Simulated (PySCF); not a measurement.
HSE06 on In⁻ (indium, charge -1), [Kr] 4d10 5s2 5p2, high-spin 3P determinant. All numbers are calculated (PySCF 2.14, a scalar-relativistic core potential, in aug-cc-pVDZ-PP with ECP28MDF).

```
cycle= 1 E= -190.126256214378  delta_E= -0.00674  |g|= 0.0123  |ddm|= 0.436
cycle= 2 E= -190.126424637714  delta_E= -0.000168  |g|= 0.00881  |ddm|= 0.145
cycle= 3 E= -190.126598029057  delta_E= -0.000173  |g|= 0.00477  |ddm|= 0.0846
cycle= 4 E= -190.126620605507  delta_E= -2.26e-05  |g|= 0.000313  |ddm|= 0.0205
cycle= 5 E= -190.126620721747  delta_E= -1.16e-07  |g|= 6.54e-06  |ddm|= 0.00227
cycle= 6 E= -190.126620721855  delta_E= -1.08e-10  |g|= 9.46e-07  |ddm|= 9.97e-05
converged SCF energy = -190.126620721855  <S^2> = 2.0025887  2S+1 = 3.0017253
```

Highest occupied orbital energy: 1.094 eV; ⟨L²⟩ = 2.01; populations by l: s 4.00, p 8.00, d 10.00.

(1) Can this result be used?

## Answers

(1) With care. Self-consistency was reached. Energies and moments cover only the electrons outside the core potential. At HSE06 the highest occupied level has a positive energy, so only the finite basis holds that electron; in a semilocal or global hybrid functional this comes from self-interaction and does not mean that the real anion is unbound.
